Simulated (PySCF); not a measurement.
Structure problem from calculated spectra and properties.

Formula: C6H18Si4.

- Rotational structure: rotational constants A, B, C: 0.979, 0.394, 0.372 GHz [PBE0-D3(BJ)/def2-SVP]
- 13C NMR: chemical shifts (computed TMS as zero) by class: 149.6 (1 C), 147.2 (1 C), 136.9 (1 C), 133.9 (1 C), 27.8 (1 C), 27.7 (1 C) ppm [GIAO PBE/pcSseg-1]
- NMR, other nuclei: isotropic shieldings of nuclei other than C and H, by class: 399 (1 Si), 401 (1 Si), 442 (1 Si), 454 (1 Si) ppm [GIAO PBE/pcSseg-1]
- Dipole: 0.86 D [PBE/pcSseg-1]
- 1H NMR: chemical shifts (computed TMS as zero) by class: 5.93 (1 H), 5.86 (1 H), 5.84 (1 H), 5.82 (1 H), 4.59 (1 H), 4.27 (1 H), 4.22 (1 H), 3.72 (1 H), 3.68 (3 H), 3.57 (1 H), 1.96 (3 H), 1.96 (3 H) ppm [GIAO PBE/pcSseg-1]

The electronic properties come from PySCF, for the isolated species, density fitting. Levels stand in brackets. Isolated species at its PBE0-D3(BJ)/def2-SVP geometry (one conformer only). NMR values are class means; diastereotopic atoms form classes of their own.

Q: Propose a structure and show how it fits.

A: Numbering: `[CH2:1]=[C:2]([CH3:3])[SiH2:4][SiH2:5][Si@H:6]([SiH3:7])[C:8](=[CH2:9])[CH3:10]`. Its formula, C6H18Si4, gives 2 degrees of unsaturation: 0 rings and 2 π bonds in the structure found. 6 carbons fall into 6 classes; from least to most shielded: fully substituted alkene carbon [C8] (149.6 ppm), fully substituted alkene carbon [C2] (147.2 ppm), terminal =CH2 carbon [C1] (136.9 ppm), terminal =CH2 carbon [C9] (133.9 ppm), allylic carbon [C10] (27.8 ppm), allylic carbon [C3] (27.7 ppm). Hydrogen classes from least to most shielded: 1 H on a terminal =CH2 carbon, C1 (5.93 ppm), 1 H on a terminal =CH2 carbon, C1 (5.86 ppm), 1 H on a terminal =CH2 carbon, C9 (5.84 ppm), 1 H on a terminal =CH2 carbon, C9 (5.82 ppm), 1 H on an SiH2 silicon, Si4 (4.59 ppm), 1 H on an SiH2 silicon, Si4 (4.27 ppm), 1 H on an SiH silicon, Si6 (4.22 ppm), 1 H on an SiH2 silicon, Si5 (3.72 ppm), 3 H on an SiH3 silicon, Si7 (3.68 ppm), 1 H on an SiH2 silicon, Si5 (3.57 ppm), 3 H on an allylic carbon, C10 (1.96 ppm), 3 H on an allylic carbon, C3 (1.96 ppm). The other shieldings belong to: 399 ppm, SiH2 silicon [Si4]; 401 ppm, SiH silicon [Si6]; 442 ppm, SiH3 silicon [Si7]; 454 ppm, SiH2 silicon [Si5]. The optimised geometry has point group C1 and is an asymmetric top. Structure: `C=C(C)[SiH2][SiH2][Si@H]([SiH3])C(=C)C`. Computed isomers that give other values at the same levels: `CC(C)[Si@H]1[SiH2][Si@@H](C2CC2)[SiH2]1` (13C chemical shifts (computed TMS as zero) by class: 22.6 (2 C), 19.0 (1 C), 6.2 (2 C), -5.3 (1 C) ppm); `CC(C)[Si@H]1[SiH2][Si@H](C2CC2)[SiH2]1` (13C chemical shifts (computed TMS as zero) by class: 23.7 (2 C), 16.5 (1 C), 6.2 (2 C), -3.4 (1 C) ppm); `CC#C[SiH2][Si@@H](CCC)[SiH2][SiH3]` (13C chemical shifts (computed TMS as zero) by class: 116.9 (1 C), 76.6 (1 C), 26.9 (1 C), 20.9 (1 C), 16.8 (1 C), 7.2 (1 C) ppm). The assignments are read from this structure; whether some other isomer fits the data as well wasn't checked. The mirror image fits equally.

Shape of the structure used: `[CH2:1]=[C:2]([CH3:3])[SiH2:4][SiH2:5][Si@H:6]([SiH3:7])[C:8](=[CH2:9])[CH3:10]`: C1–C2–Si4–Si5 116°, C2–Si4–Si5–Si6 -44°, Si4–Si5–Si6–Si7 -57°, Si5–Si6–C8–C9 -120°.
